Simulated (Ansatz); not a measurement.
The cluster H3Au3. Charge 0, multiplicity 1. Geometry relaxed at PBE-D4/def2-TZVP.

Cartesian coordinates in Å:
```
Au -0.182 0.475 -1.464
Au 1.008 0.722 0.930
Au -0.826 -1.198 0.534
H -1.090 -0.014 -2.647
H -0.891 -1.921 1.926
H 1.981 1.936 0.721
```

In the def2 sets Au takes a core potential; there is no spin–orbit coupling. The structure comes from a short search, and lower isomers may exist.

Question: Estimate the harmonic wavenumbers at RKS PBE-D4/def2-TZVP (Ansatz, unscaled). Is this a minimum?

Answer: 105, 105, 146, 344, 344, 415, 415, 429, 514, 2163, 2164, 2170 cm⁻¹. Yes, no mode is imaginary beyond noise. Zero-point energy 55.7 kJ/mol. It took 79 s on 2 threads of Arm Neoverse V2 on a shared host.
